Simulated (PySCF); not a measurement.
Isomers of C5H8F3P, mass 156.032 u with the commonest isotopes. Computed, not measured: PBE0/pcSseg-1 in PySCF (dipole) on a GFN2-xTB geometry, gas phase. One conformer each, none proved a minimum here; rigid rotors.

Task: Order these by rotational constant A, smallest first.
A. `[CH3:1][CH2:2][CH2:3][PH:4][C:5]([F:6])=[C:7]([F:8])[F:9]` with C1–C2–C3–P4 179°, C2–C3–P4–C5 53°, C3–P4–C5–F6 -110°
B. `[F:1][C:2]([F:3])([F:4])[CH2:5][PH:6][CH:7]1[CH2:8][CH2:9]1` with C2–C5–P6–C7 -169°, C5–P6–C7–C8 -92°
C. `[CH3:1]/[CH:2]=[P:3]/[CH2:4][CH2:5][C:6]([F:7])([F:8])[F:9]` with C2–P3–C4–C5 -72°, P3–C4–C5–C6 -60°

Result: A (1698 MHz), C (2659 MHz), B (3533 MHz).

Task: Order these by rotational constant C, smallest first.
A. `[CH3:1][CH2:2][CH2:3][PH:4][C:5]([F:6])=[C:7]([F:8])[F:9]` with C1–C2–C3–P4 179°, C2–C3–P4–C5 53°, C3–P4–C5–F6 -110°
B. `[CH3:1]/[CH:2]=[P:3]/[CH2:4][CH2:5][C:6]([F:7])([F:8])[F:9]` with C2–P3–C4–C5 -72°, P3–C4–C5–C6 -60°
C. `[F:1][C:2]([F:3])([F:4])[CH2:5][PH:6][CH:7]1[CH2:8][CH2:9]1` with C2–C5–P6–C7 -169°, C5–P6–C7–C8 -92°

Result: C (597.6 MHz), B (694.2 MHz), A (755.1 MHz).

Task: Order these by dipole moment, smallest first.
A. `[CH3:1][CH2:2][CH2:3][PH:4][C:5]([F:6])=[C:7]([F:8])[F:9]` with C1–C2–C3–P4 179°, C2–C3–P4–C5 53°, C3–P4–C5–F6 -110°
B. `[CH3:1]/[CH:2]=[P:3]/[CH2:4][CH2:5][C:6]([F:7])([F:8])[F:9]` with C2–P3–C4–C5 -72°, P3–C4–C5–C6 -60°
C. `[F:1][C:2]([F:3])([F:4])[CH2:5][PH:6][CH:7]1[CH2:8][CH2:9]1` with C2–C5–P6–C7 -169°, C5–P6–C7–C8 -92°

Result: A (2.13 D), B (3.07 D), C (3.30 D).

```json
{"SMILES": "FC(F)(F)CPC1CC1", "point group": "C1", "Ia (u·Å²)": "143.04", "Ib (u·Å²)": "819.20", "Ic (u·Å²)": "845.71", "κ": "-0.99", "μa (D)": "2.77", "μb (D)": "1.25", "μc (D)": "1.28"}
{"SMILES": "CCCPC(F)=C(F)F", "point group": "C1", "Ia (u·Å²)": "297.64", "Ib (u·Å²)": "627.90", "Ic (u·Å²)": "669.28", "κ": "-0.89", "μa (D)": "2.11", "μb (D)": "0.31", "μc (D)": "0.02"}
{"SMILES": "C/C=P/CCC(F)(F)F", "point group": "C1", "Ia (u·Å²)": "190.09", "Ib (u·Å²)": "684.07", "Ic (u·Å²)": "727.96", "κ": "-0.95", "μa (D)": "1.44", "μb (D)": "0.56", "μc (D)": "2.65"}
```
